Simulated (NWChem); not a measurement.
Molecule: C2H7FSi; SMILES C[SiH](C)F

```xyz
11

Si    -0.0800    -0.3429     0.0000
C      0.7824     0.2301    -1.5508
C      0.7824     0.2301     1.5508
F     -1.5892     0.2875     0.0000
H     -0.2406    -1.8277     0.0000
H      1.7982    -0.1923    -1.6103
H      0.2312    -0.0859    -2.4497
H      0.8680     1.3278    -1.5707
H      0.2312    -0.0859     2.4497
H      1.7982    -0.1923     1.6103
H      0.8680     1.3278     1.5707
```
Atoms are numbered in this order, from 1.

Program: NWChem. Coordinates come from a PBE0/def2-SVP optimisation. Level: PBE0/def2-SVP with SMD (1 M gas to 1 M solution), gas-phase geometry. Reactions with the solvent are ignored.

For solvent water:

```
Property                                     Result
-------------------------------------------  ------
solvation free energy (kcal/mol)                0.9
cavity-dispersion-structure term (kcal/mol)     4.1
dipole in solution (D)                         2.42
```

Q: Estimate the same quantities for solvent toluene.

A: The solvation free energy (kcal/mol) is -1.9 and the cavity-dispersion-structure term (kcal/mol) is -0.1. The dipole in solution (D) is 2.19.
